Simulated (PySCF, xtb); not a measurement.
B(All)(Cl)(OH) (C3H6BClO), SMILES C=CCB(O)Cl.

xtb with GFN2-xTB at its own geometry gives an orbital gap of 4.75 eV and a dipole moment of 3.57 D.

Geometry optimised at B3LYP-D3(BJ)/def2-SVP. Other conformers were not sampled.

Task: What does PBE0/def2-TZVP run with PySCF give? (Estimate from the structure and the level; the computed values follow.)

Result: gap 7.16 eV (levels -7.42 and -0.26 eV), dipole 2.63 D.
